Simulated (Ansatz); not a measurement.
Ansatz (a program for electronic structure) input:

Ansatz 0.2 input:
```yaml
crystal:
  periodic: [false, false, false]
  atoms:
    - {symbol: Sc, position_ang: [0.19370234, -0.08781915, 0.21719699]}
    - {symbol: O, position_ang: [0.99094560, 0.34477745, -1.30275763]}
    - {symbol: O, position_ang: [-1.49941423, -0.11425217, 0.73261554]}
basis:
  gaussian:
    orbitals: def2-TZVP
hamiltonian:
  xc: b3lyp
  dispersion: d3bj
magnetization: {spin_polarized: true, initial_magnetization: 1}
phonons: {temperatures: {t_min: 298.15, t_max: 298.15, t_step: 100}}
```

Q: Predict the final energy.

A: -911.22984 Eh (B3LYP-D3(BJ)/def2-TZVP). The basis has 107 functions.

The spin state was set by rule; other spins were not relaxed.
